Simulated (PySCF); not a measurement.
ClRb, charge +1, doublet, at a GFN2-xTB geometry (such geometries of metal compounds can be far from the true shape) (a state made from the parent by changing its charge; the spin is typed, not shown lowest) (all electrons, no relativity), with bond 2-1 at 1.4 times its length; CASCI(3,3)+NEVPT2/STO-3G (PySCF).

Input for PySCF:
```python
from pyscf import gto, scf, mcscf, mrpt
import numpy

mol = gto.Mole()
mol.atom = '''
    Rb   -0.00000000   -0.00000000   -1.02590234
    Cl    0.00000000    0.00000000    3.53634571
'''
mol.basis = 'sto-3g'
mol.charge = 1
mol.spin = 1
mol.verbose = 3
mol.build()

mf = scf.ROHF(mol)
mf.kernel()
mc = mcscf.CASCI(mf, 3, 3)
mc.fix_spin_(ss=0.75)
mc.kernel()
occ = numpy.linalg.eigvalsh(mc.fcisolver.make_rdm1(mc.ci, mc.ncas, mc.nelecas))[::-1]
ss = mc.fcisolver.spin_square(mc.ci, mc.ncas, mc.nelecas)[0]
print('natural occupations', occ.round(4), ' <S^2>', round(ss, 4))
e2 = mrpt.NEVPT(mc).kernel()
print('E(NEVPT2) = %.10f' % (mc.e_tot + e2))
```

It wrote (shortened):

```
converged SCF energy = -3362.19092340964
CASCI E = -3362.19092340974  E(CI) = -3.27607798506688  S^2 = 0.7500000
natural occupations [2. 1. 0.]  <S^2> 0.75

WARN: Active orbitals [0] (occs = [2.]) are canonicalized with core orbitals

WARN: Active orbitals [2] (occs = [1.13930565e-10]) are canonicalized with external orbitals

Sr    (-1)',   E = -0.00000001235188
Si    (+1)',   E = -0.00000117270639
Sijrs (0)  ,   E = -0.01221446919265
Sijr  (+1) ,   E = -0.00399369730670
Srsi  (-1) ,   E = -0.00000003166329
Srs   (-2) ,   E = -0.00000000024417
Sij   (+2) ,   E = -0.00052716557420
Sir   (0)' ,   E = -0.00000184124245
Nevpt2 Energy = -0.016738390281727
E(NEVPT2) = -3362.2076618000
```
